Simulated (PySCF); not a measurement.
SMILES [Si](O)(O)([SiH2][SiH](C)C)O (C2H12O3Si3), singlet at its GFN2-xTB optimised geometry (Å):

```
20

Si     1.0126     0.2216     1.6677
C      0.2002     1.9488     1.6580
C      2.8889     0.4539     1.4067
Si     0.0661    -1.0948     0.0000
Si    -2.2173    -1.0948     0.0000
O     -2.8936     0.3900     0.0000
O     -2.9461    -1.8350    -1.2720
O     -2.5904    -1.7864     1.4250
H      0.8491    -0.3225     3.0335
H      0.5391     2.5688     2.4832
H     -0.8797     1.8606     1.7334
H      0.4199     2.4831     0.7374
H      3.4075    -0.4985     1.4563
H      3.1005     0.8878     0.4337
H      3.3272     1.1050     2.1577
H      0.5490    -0.6711    -1.3367
H      0.5706    -2.4831     0.0556
H     -3.1005     0.7972    -0.8350
H     -2.7567    -2.7476    -1.4631
H     -3.4707    -1.7115     1.7870
```

Method: B3LYP/def2-SVP (PySCF).

Map of the log10 of the electron density (e/bohr³), floored at −4 on the plane z = 1.0 Å:

```
|0000000000000000000000000000000|
|0000000000000000000000000000000|
|0000000000000000000000000000000|
|0000000000000000000000000000000|
|0000000000000012221000000000000|
|0000000000001233333200000000000|
|0000000000012345554310000000000|
|0000000000123456765421000000000|
|0000000001234578886432111100000|
|0000000012345678886533333221000|
|0000012222356678876544455432100|
|0000134443345667776555666543100|
|0001345554444566776666787653200|
|0002356665433456676677898754210|
|0002456665444456777778898754210|
|0002355665544566777777888764210|
|0002345666555567777666778764210|
|0002345676665667777655667654200|
|0002456787766666776544455543100|
|0013467998765566665443334432000|
|0013467999765556655432222210000|
|0002457898754455555432100000000|
|0001346777543345554321000000000|
|0000234555432334444321000000000|
|0000013333321223333210000000000|
|0000000111100112222100000000000|
|0000000000000000110000000000000|
|0000000000000000000000000000000|
|0000000000000000000000000000000|
|0000000000000000000000000000000|
|0000000000000000000000000000000|
```
Scale: ten equal steps from -4.00 (start of '0') to -0.196 (end of '9'), in the order '0123456789'; x runs from -5.50 to 5.50, y from -5.50 (bottom) to 5.50 (top).
